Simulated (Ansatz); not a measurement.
`CO[SiH](F)S[SiH2]F` and `CO[SiH](F)O[SiH3]` differ in one atom or group.

Ansatz, PBE0-D4/def2-TZVP geometries, multiplicity 1. Each molecule was computed in one conformer, which needn't be the lowest.

```json
{"property": "HOMO–LUMO gap (PBE/def2-TZVPP) / eV", "`CO[SiH](F)S[SiH2]F`": "5.87"}
{"property": "HOMO energy (B3LYP/def2-TZVPP) / eV", "`CO[SiH](F)S[SiH2]F`": "-7.98"}
{"property": "LUMO energy (ωB97M-V/def2-TZVPP) / eV", "`CO[SiH](F)S[SiH2]F`": "1.50"}
{"property": "HOMO energy (PBE/def2-TZVPP) / eV", "`CO[SiH](F)S[SiH2]F`": "-7.01"}
{"property": "HOMO energy (PBE0/def2-TZVPP) / eV", "`CO[SiH](F)S[SiH2]F`": "-8.26"}
{"property": "size of the dipole moment (PBE/def2-TZVPP) / D", "`CO[SiH](F)S[SiH2]F`": "1.62"}
```

Question: Give the same properties after the change, and the shifts. (Estimate.)

Answer: Ansatz gave: 
| property | `CO[SiH](F)O[SiH3]` | shift |
| --- | --- | --- |
| HOMO–LUMO gap (PBE/def2-TZVPP) / eV | 6.50 | 0.63 |
| HOMO energy (B3LYP/def2-TZVPP) / eV | -8.55 | -0.57 |
| LUMO energy (ωB97M-V/def2-TZVPP) / eV | 1.90 | 0.40 |
| HOMO energy (PBE/def2-TZVPP) / eV | -7.18 | -0.17 |
| HOMO energy (PBE0/def2-TZVPP) / eV | -8.79 | -0.53 |
| size of the dipole moment (PBE/def2-TZVPP) / D | 1.46 | -0.16 |

With PBE0 the HOMO falls by 0.53 eV and the LUMO rises by 0.49 eV, so the gap widens by about 1.02 eV. PBE moves the HOMO by -0.17 eV and ωB97M-V by -0.77 eV. Dipoles are sizes alone; their direction can turn.

B3LYP here is the variant with VWN-RPA as its local correlation; programs differ in this.
